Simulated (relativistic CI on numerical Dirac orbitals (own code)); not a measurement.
# W4+: resonant inelastic scattering at the O2,3 edge

Computed with this model: Dirac-Coulomb-Breit CI, KLI orbitals optimised for each configuration, a model potential for QED, valence Slater integrals scaled by 0.8, Kramers-Heisenberg scattering through one core-hole configuration in a parametric crystal field; configurations [Xe] 4f14 5d2 → [Kr] 4d10 4f14 5s2 5p5 5d3; 300 K; core-hole width 1.5 eV; summed over polarisations. Incident energies are the highest absorption maxima for each field (at most a few, so the weaker spin-orbit partner edge can be absent), on the computed scale of the free ion. Intensities are in per cent of the strongest line above 0.02 eV; levels within 1 cm⁻¹ are merged; final levels count from the ground level, the first row holds all elastic scattering, lines under 0.4 are left out and each table stops after 24 rows. The scale of the Slater integrals is a model choice and moves the terms in proportion.

Field parameters in Wybourne normalisation: D3d B²₀ = −7Dσ, B⁴₀ = −14Dq − 21Dτ, B⁴₃ = −14√(10/7) Dq. The field is a parameter set, without covalency.

S is read from ⟨S²⟩ = S(S + 1).

D3d, 10Dq = 37950, Dσ = -1200, Dτ = -250 cm⁻¹:

```tsv
Final level (eV)	Degeneracy	Irrep	S	45.5 eV	53.8 eV	56.4 eV
0.000	1	A1	0.98	389.4	324.9	718.9
0.037	2	E	0.99	52.2	7.3	31.9
0.431	2	E	0.94	67.6	46.8	100.0
0.792	2	E	0.99	28.1	35.2	78.8
0.970	1	A2	1.00	1.5	4.7	31.8
0.991	1	A1	0.97	4.1	7.4	81.8
1.367	2	E	0.18	6.7	15.1	81.1
1.903	1	A1	0.11	4.1	3.3	57.6
1.972	2	E	0.09	1.3	7.9	31.3
3.600	1	A1	0.11	0.6	8.9	8.0
4.707	1	A2	1.00	2.8	18.3	31.8
4.742	2	E	0.99	8.2	41.7	57.3
4.873	1	A1	0.99	5.7	46.7	51.9
4.898	1	A2	0.99	2.2	26.3	18.1
4.995	2	E	0.98	6.3	38.1	45.5
5.115	2	E	0.99	2.7	30.9	53.0
5.643	1	A1	0.91	3.4	15.2	27.9
5.729	2	E	0.99	5.7	29.2	29.2
5.979	1	A1	0.59	6.3	12.1	23.2
6.030	2	E	0.53	5.0	19.2	20.8
6.089	1	A2	0.88	2.8	3.2	5.9
6.316	2	E	0.99	6.9	12.7	18.7
6.416	1	A1	0.73	3.3	9.9	6.7
6.495	2	E	0.72	2.3	15.2	8.7
```

D3d, 10Dq = 37950, Dσ = -860, Dτ = -250 cm⁻¹:

```csv
Final level (eV),Degeneracy,Irrep,S,45.4 eV,53.8 eV,56.4 eV
0.000,1,A1,0.98,457.1,344.7,738.0
0.030,2,E,0.98,54.2,7.5,35.5
0.347,2,E,0.95,73.3,51.1,100.0
0.714,2,E,0.99,27.1,37.1,84.2
0.870,1,A2,1.00,2.0,5.7,35.0
0.902,1,A1,0.97,4.1,8.0,98.1
1.378,2,E,0.16,6.1,17.5,82.5
1.850,1,A1,0.10,3.8,2.9,53.2
1.872,2,E,0.09,1.4,8.0,34.9
3.453,1,A1,0.11,0.6,9.2,9.4
4.674,1,A2,1.00,3.4,18.4,32.3
4.719,2,E,0.99,7.9,47.1,72.0
4.827,1,A1,0.99,5.3,46.6,56.5
4.864,1,A2,0.99,2.5,27.1,19.9
4.949,2,E,0.99,6.7,40.3,47.3
5.051,2,E,0.99,3.1,35.6,60.8
5.629,1,A1,0.92,3.1,18.8,33.6
5.707,2,E,0.99,5.6,31.2,30.0
5.898,1,A1,0.65,6.1,13.2,22.5
5.956,2,E,0.62,5.6,19.5,19.6
5.976,1,A2,0.92,3.1,4.1,5.4
6.203,2,E,0.99,7.9,13.3,19.1
6.349,1,A1,0.66,3.9,9.8,7.5
6.419,2,E,0.63,3.0,16.2,11.5
```

D3d, 10Dq = 37950, Dσ = -510, Dτ = -250 cm⁻¹:

```csv
Final level (eV),Degeneracy,Irrep,S,45.4 eV,53.9 eV,56.4 eV
0.000,1,A1,0.98,449.3,309.2,643.7
0.022,2,E,0.98,47.5,6.7,33.5
0.265,2,E,0.95,72.1,46.6,86.0
0.642,2,E,0.99,23.2,34.6,73.4
0.772,1,A2,1.00,2.4,6.0,31.5
0.819,1,A1,0.98,3.3,8.2,100.0
1.395,2,E,0.14,5.6,18.8,70.3
1.775,2,E,0.09,1.4,6.8,31.6
1.783,1,A1,0.09,3.1,2.1,39.8
3.326,1,A1,0.11,0.5,7.6,9.8
4.642,1,A2,1.00,3.2,16.3,27.5
4.700,2,E,0.99,6.1,45.0,76.1
4.782,1,A1,0.99,4.1,37.7,51.0
4.835,1,A2,0.99,2.2,24.4,18.0
4.904,2,E,0.99,6.3,35.8,43.9
4.985,2,E,0.99,3.2,36.7,58.7
5.615,1,A1,0.93,2.4,21.6,35.6
5.686,2,E,0.99,4.4,28.9,25.3
5.819,1,A1,0.68,5.3,12.4,17.0
5.866,1,A2,0.94,2.9,5.2,4.5
5.881,2,E,0.69,5.3,17.4,15.6
6.104,2,E,0.99,7.4,12.0,17.0
6.297,1,A1,0.61,3.8,8.3,7.2
6.359,2,E,0.55,3.3,14.6,12.5
```

For the first field the strongest loss at the lowest incident energy is the level at 0.43 eV (S = 0.94, against 0.98 in the thermal ground state). Levels of other spin, the first over 8 % at 1.37 eV, appear because spin-orbit coupling of the core hole, and in heavier ions of the valence shell too, mixes spins.
